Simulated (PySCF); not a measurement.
# Spin states of LiAs

Unrestricted PBE0; Li cc-pVDZ, As cc-pVDZ-PP with ECP10; scalar-relativistic core potentials (PySCF 2.14). Outer shells of the fragments: Li 2s1; As 3d10 4s2 4p3.

Followed along the bond (rough minima from three points):

```
2Ms+1  unpaired  ⟨S²⟩ at the start  R at minimum (Å)  Te (eV)
    3      π ↑↑               2.01              2.44     0.00
    1      π ↑↓               1.01              2.43     0.33
    3  σ ↑, π ↑               2.00              2.31     0.75
    1  σ ↓, π ↑               1.01              2.33     1.10
    1      none               0.00              2.42     1.31
```

Solutions found at the starting distance of 2.460 Å, counted from the lowest of them; the search is not exhaustive and high or unbound solutions are not listed, so other states can lie among these:

| 2Ms+1 | unpaired | term | E (eV) | ⟨S²⟩ | ⟨Lz²⟩ | μ (D) |
| --- | --- | --- | --- | --- | --- | --- |
| 3 | π ↑↑ | ³Σ⁻ | 0.00 | 2.01 | 0.00 | -6.21 |
| 1 | π ↑↓ | mixed | 0.33 | 1.01 | 2.01 | -6.19 |
| 3 | σ ↑, π ↑ | ³Π | 0.80 | 2.00 | 1.01 | -6.31 |
| 1 | σ ↓, π ↑ | mixed | 1.13 | 1.01 | 1.01 | -6.32 |
| 1 | none | mixed | 1.32 | 0.00 | 2.00 | -5.92 |
| 5 | σ ↑↑, π ↑↑ | ⁵Σ⁻ | 2.06 | 6.00 | 0.00 | 4.34 |
| 3 | σ ↑↑, π ↑↓ | mixed | 2.82 | 3.01 | 2.01 | 4.51 |
| 1 | σ ↓↓, π ↑↑ | mixed | 2.84 | 2.01 | 0.00 | 4.67 |
| 5 | σ ↑, π ↑↑↑ | ⁵Π | 3.30 | 6.00 | 1.00 | 1.69 |
| 3 | σ ↑, π ↑ | ³Π | 3.34 | 2.00 | 1.00 | 4.49 |

A term symbol is given only where ⟨S²⟩ and ⟨Lz²⟩ are close to those of a pure state; real π, δ and φ orbitals otherwise mix terms. A positive dipole means Li(−)As(+).

Spin–orbit coupling is left out. Counting both spins, an empty level lies below a filled one in some of these solutions, because spin and occupation are held.
